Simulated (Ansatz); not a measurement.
Relaxation of Rb3Br3⁺ with UKS PBE-D4/def2-SVP.

```sh
$ ansatz run in.yaml --threads 4 --pin off --events-out ev --progress --plain --max-ram 4787MiB
```

```yaml
crystal:
  periodic: [false, false, false]
  atoms:
    - {symbol: Rb, position_ang: [-1.280900, -2.356690, 2.739140]}
    - {symbol: Rb, position_ang: [-1.950470, 0.532000, -3.174610]}
    - {symbol: Rb, position_ang: [2.329710, 1.229050, 0.307540]}
    - {symbol: Br, position_ang: [1.226700, -0.433060, 2.818000]}
    - {symbol: Br, position_ang: [-1.162360, -0.822200, -0.236250]}
    - {symbol: Br, position_ang: [0.837330, 1.850890, -2.453820]}
basis:
  gaussian: {orbitals: def2-SVP}
total_charge: 1
magnetization: {spin_polarized: true, initial_magnetization: 1}
hamiltonian: {xc: pbe, dispersion: d4}
scf: {lower_state_search: "off"}
output: {orbitals: {seedname: orbitals}}
relax: {f_tol: 0.02, max_steps: 100}
```

Hardware: 4 threads of Arm Neoverse V2 on a shared host. Wall time 77 s.

Positions (Å) and forces (eV/Å) at steps 1, 2, 3, 4, 5, 6, 7, 8, 10, 13 of 13:

```xyz
6
step=1 energy=-212051.6202 eV
Rb   -1.281   -2.357    2.739   -0.132   -0.091   -0.018
Rb   -1.950    0.532   -3.175   -0.122   -0.054   -0.044
Rb    2.330    1.229    0.308    0.138    0.053    0.010
Br    1.227   -0.433    2.818    0.033    0.033    0.031
Br   -1.162   -0.822   -0.236    0.052    0.011    0.056
Br    0.837    1.851   -2.454    0.031    0.048   -0.035
6
step=2 energy=-212051.6374 eV
Rb   -1.317   -2.376    2.729   -0.064   -0.036   -0.022
Rb   -1.979    0.510   -3.173   -0.051   -0.029   -0.010
Rb    2.391    1.254    0.310    0.081    0.031    0.001
Br    1.216   -0.429    2.808   -0.005    0.016   -0.011
Br   -1.141   -0.812   -0.226    0.033    0.000    0.048
Br    0.830    1.852   -2.449    0.005    0.017   -0.006
6
step=3 energy=-212051.6540 eV
Rb   -1.385   -2.403    2.707    0.010    0.017   -0.012
Rb   -2.014    0.465   -3.144    0.031    0.009    0.021
Rb    2.535    1.303    0.303   -0.002    0.001   -0.012
Br    1.165   -0.404    2.735   -0.037    0.006   -0.066
Br   -1.106   -0.811   -0.199    0.001   -0.027    0.044
Br    0.805    1.850   -2.402   -0.004   -0.007    0.024
6
step=4 energy=-212051.6693 eV
Rb   -1.448   -2.437    2.721    0.038    0.033    0.000
Rb   -2.009    0.433   -3.091    0.078    0.039    0.031
Rb    2.680    1.357    0.278   -0.064   -0.010   -0.032
Br    1.079   -0.369    2.595   -0.052    0.001   -0.099
Br   -1.097   -0.852   -0.158   -0.010   -0.056    0.073
Br    0.795    1.868   -2.345    0.010   -0.007    0.027
6
step=5 energy=-212051.7012 eV
Rb   -1.493   -2.478    2.771    0.030    0.017    0.019
Rb   -1.959    0.426   -3.017    0.094    0.060    0.021
Rb    2.756    1.398    0.235   -0.080   -0.001   -0.057
Br    0.977   -0.346    2.433   -0.056   -0.007   -0.089
Br   -1.098   -0.915   -0.093   -0.009   -0.069    0.092
Br    0.816    1.914   -2.330    0.022   -0.001    0.015
6
step=6 energy=-212051.7332 eV
Rb   -1.539   -2.530    2.845    0.030    0.009    0.038
Rb   -1.888    0.431   -2.933    0.112    0.086    0.005
Rb    2.806    1.438    0.180   -0.100    0.011   -0.085
Br    0.869   -0.336    2.274    0.002   -0.001    0.000
Br   -1.105   -0.992   -0.013   -0.064   -0.085    0.015
Br    0.858    1.989   -2.354    0.019   -0.021    0.027
6
step=7 energy=-212051.7698 eV
Rb   -1.552   -2.595    2.988    0.044    0.027    0.019
Rb   -1.756    0.501   -2.857    0.048    0.040   -0.002
Rb    2.764    1.478    0.095   -0.049    0.003   -0.029
Br    0.789   -0.347    2.182    0.002   -0.011    0.017
Br   -1.198   -1.147    0.056   -0.057   -0.045   -0.026
Br    0.953    2.109   -2.464    0.012   -0.014    0.022
6
step=8 energy=-212051.7794 eV
Rb   -1.515   -2.616    3.087    0.041    0.041   -0.024
Rb   -1.688    0.559   -2.839   -0.006   -0.018    0.019
Rb    2.738    1.509    0.069   -0.001   -0.011    0.033
Br    0.757   -0.354    2.135   -0.059   -0.036   -0.052
Br   -1.311   -1.256    0.064    0.017    0.014    0.034
Br    1.018    2.157   -2.515    0.007    0.010   -0.010
6
step=10 energy=-212051.7864 eV
Rb   -1.456   -2.604    3.135    0.005    0.007   -0.012
Rb   -1.658    0.566   -2.794    0.001   -0.012    0.014
Rb    2.787    1.572    0.101   -0.010    0.000    0.003
Br    0.692   -0.361    1.988    0.013    0.004   -0.005
Br   -1.429   -1.322    0.071   -0.018    0.001   -0.005
Br    1.065    2.148   -2.501    0.009   -0.001    0.007
6
step=13 energy=-212051.7902 eV
Rb   -1.384   -2.618    3.151    0.001    0.005   -0.010
Rb   -1.582    0.500   -2.767    0.001   -0.004    0.000
Rb    2.789    1.732    0.179   -0.007   -0.003    0.001
Br    0.737   -0.468    1.795   -0.014   -0.009   -0.010
Br   -1.700   -1.256    0.148    0.020    0.012    0.018
Br    1.141    2.111   -2.505   -0.002   -0.001    0.001
```

In the def2 sets Rb takes a core potential; there is no spin–orbit coupling. An occupied level of the charge 1 doublet lies above an empty one (by up to 0.00 eV), so this SCF solution is probably not the lowest. The gap within one spin of the charge 1 doublet nearly closes, so an electron or hole may be smeared out by delocalisation error. The relaxation made no stability test and no search for a lower SCF solution. The structure comes from a short search, and lower isomers may exist.
